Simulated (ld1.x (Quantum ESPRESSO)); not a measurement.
# Bi: one change to an ultrasoft potential, before and after

ld1.x (Quantum ESPRESSO) 7.5 input, shortened:

```
&input
   title='Bi', zed=83., rel=1, dft='REVPBE', iswitch=3,
   config='[Xe] 4f14 5d10 6s1.75 6p3.25'
 /
 &inputp
   pseudotype=3, tm=.true., lloc=-1, rcloc=1.85,
   nlcc=.false.,
   which_augfun='PSQ', rmatch_augfun_nc=.true.
 /
6
6S  1  0   1.75   0.00  1.55  2.00  0.0
6S  1  0   0.00   1.75  1.55  2.00  0.0
6P  2  1   3.25   0.00  2.25  2.50  0.0
6P  2  1   0.00   3.45  2.25  2.50  0.0
5D  3  2  10.00   0.00  1.60  1.95  0.0
5D  3  2   0.00  -1.70  1.60  1.95  0.0
 &test
   configts(1)='5d10 6s1.75 6p3.25'
 /
```

All-electron outer shells of the reference configuration (revPBE, scalar-relativistic, ld1.x):

```csv
shell,level (eV),outermost node (bohr),outermost maximum (bohr)
4f,-152.98,–,0.34
5p,-96.27,0.48,0.86
5d,-27.47,0.51,1.03
6s,-14.67,0.98,1.86
6p,-4.69,1.14,2.44
```

Change: waves 6s (bound): rcut 1.55, rcutus 2.40 bohr; 6s channel at 1.75 Ry: rcut 1.55, rcutus 2.40 bohr.

Cutoffs: the cutoffs (Ry, on a coarse ladder) from which the occupation-weighted sum of valence levels, in a spherical-Bessel basis at the reference potential, stays within 10 and 1 mRy of its value at 400 Ry; they do not see the model core or the augmentation charge, which bear on the density cutoff. Errors are all-electron minus pseudo energies relative to the spin-unpolarised reference configuration.

Q: What does the change do?

A: The potential gets neither clearly harder nor softer (35 Ry and 55 Ry → 35 Ry and 55 Ry); a bound ghost appears in s, which as a rule spoils a file; the number of tests with a reliable result goes from 7 to 1 (the test run of the changed file stopped, so its transferability is not established).

| quantity | base | changed |
| --- | --- | --- |
| cutoff, loose | 35 Ry | 35 Ry |
| cutoff, tight | 55 Ry | 55 Ry |
| loose cutoff by channel (10 mRy a level) | s 8 Ry, p 6 Ry, d 25 Ry | s 6 Ry, p 6 Ry, d 25 Ry |
| bound ghosts | none | s |
| tests with a reliable result | 7 of 7 | 1 of 7 (the test run stopped) |
| error for 5d10 6s2 6p3, meV [ΔE -2.49 eV] | +0.8 | +0.9 |
| s: phases at 2.68 bohr within 0.05 rad from the reference energy up to (Ry; the scan ends near 5) | to the end of the scan | to the end of the scan |
| p: phases at 2.68 bohr within 0.05 rad from the reference energy up to (Ry; the scan ends near 5) | 4.6 | 4.6 |
| d: phases at 2.68 bohr within 0.05 rad from the reference energy up to (Ry; the scan ends near 5) | to the end of the scan | to the end of the scan |
| lowest overlap eigenvalue by channel | s 0.43, p 0.57, d 1.00 | s 0.35, p 0.57, d 1.00 |

 A true bound ghost makes a file unfit for plane-wave use even where its test errors are small: the radial tests pick states by their node count and pass the ghost by.
